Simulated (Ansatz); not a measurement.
`O=C([SiH3])C=[Se]`, relaxed with RKS PBE0-D4/def2-TZVP in the Gaussian-basis code of Ansatz from a PBE-D4/def2-SVP geometry. The force threshold is 0.005 eV/Å; the program also tests the step.

Charge 0, multiplicity 1.

Start:

```xyz
9

O     0.235    1.223   -1.586
C    -0.058    0.617   -0.559
Si    0.848   -1.059   -0.068
C    -1.126    1.166    0.335
Se   -1.611    0.370    1.842
H     1.594   -0.923    1.229
H     1.824   -1.294   -1.185
H    -0.116   -2.210    0.009
H    -1.591    2.111   -0.017
```

```tsv
step	energy (eV)	largest force (eV/Å)	largest move (Å)
1	-77397.9084	1.284	0.000
2	-77397.9530	0.199	0.031
3	-77397.9557	0.033	0.012
4 (rejected)	-77397.9557	0.035	0.010
5	-77397.9558	0.004	0.005
```

End:

```xyz
9

O     0.233    1.198   -1.564
C    -0.055    0.601   -0.549
Si    0.845   -1.051   -0.071
C    -1.117    1.157    0.333
Se   -1.593    0.371    1.819
H     1.571   -0.906    1.214
H     1.807   -1.278   -1.175
H    -0.118   -2.178    0.004
H    -1.574    2.085   -0.011
```

Hardware: 4 threads of an Arm Neoverse V1 on a shared host. Wall time 24 s, peak host memory 0.61 GiB.
